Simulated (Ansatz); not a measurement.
`C[CH](S)[SbH2]` + `[OH][GaH2]` → `[GaH2][O][SbH2]` + `CCS`  (ligand exchange at the Sb–C bond)

Program: Ansatz. Geometries: PBE0-D4/def2-TZVP. ΔE: electronic, gas phase. CCSD(T)/CBS adds triple-zeta CCSD(T) − MP2 to the extrapolated MP2 energy (def2 sets, frozen cores). DFT in def2-TZVPP. B3LYP here is the variant with VWN-RPA as its local correlation; programs differ in this. def2 core potentials past Kr. For Ga, Sb outer-core shells are correlated without core-valence functions, which leaves a few kJ/mol of doubt a bond. Scalar relativity is left out up to krypton. One conformer a species, not always the lowest.

CCSD(T)/CBS gives -27.9 kJ/mol.

**Question.** Another level gave -27.1 kJ/mol. Which?
A. HF/def2-TZVPP
B. r2SCAN/def2-TZVPP
C. B3LYP/def2-TZVPP
D. CCSD(T)/def2-TZVPP

**Answer.** D. CCSD(T)/def2-TZVPP -27.1, r2SCAN -35.0, B3LYP -44.5, HF/def2-TZVPP -54.7 kJ/mol.

Largest T1 diagnostic among the species: 0.016.

In def2-TZVPP, CCSD(T) changes the Hartree–Fock value by +27.6 kJ/mol (the triples alone add +3.0 kJ/mol) and MP2 by +34.5 kJ/mol. The D4 term adds +7.3 kJ/mol with B3LYP and +3.9 kJ/mol with PBE0; it sums over pairs of atoms, weighted by their polarisabilities, and B3LYP, whose exchange is more repulsive, gets the larger term.
